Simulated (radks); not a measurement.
Polarisability of neutral tungsten, [Xe] 4f14 5d4 6s2, at imaginary frequency. Calculated with a radial shooting solver on a logarithmic mesh with Libxc functionals: scalar-relativistic Kohn-Sham, LB94 model potential, spin-unpolarised, spherical densities, finite nucleus; Fermi nuclear charge, rms radius 5.3658 fm. Response by self-consistent Sternheimer equations with the Hartree and adiabatic LDA kernel, the relativistic mass of each level held fixed and spin-orbit coupling left out.

| w (hartree) | alpha1(iw) (bohr^3) |
|---|---|
| 0.00266 | 54.22 |
| 0.0143 | 54.04 |
| 0.0360 | 53.03 |
| 0.0697 | 50.04 |
| 0.118 | 43.96 |
| 0.186 | 35.10 |
| 0.280 | 25.55 |
| 0.413 | 17.41 |
| 0.605 | 11.36 |
| 0.892 | 7.146 |
| 1.35 | 4.272 |
| 2.12 | 2.345 |
| 3.59 | 1.115 |
| 6.94 | 0.4235 |
| 17.5 | 0.1029 |

Static values: alpha1 = 54.23 bohr^3 (8.036 angstrom^3; uncoupled 109.8). C6 = 614.2, triple-dipole C9 = 23250 atomic units. One-pole (London) frequency 4 C6 / (3 alpha1^2) = 0.278 hartree, against 0.333 for minus the highest occupied eigenvalue. Recommended static value: 68 bohr^3 (Schwerdtfeger and Nagle, 2023 table).

Beside tabulated values, note that spin-unpolarised runs miss the spin-polarisation part of the exchange energy of open shells.
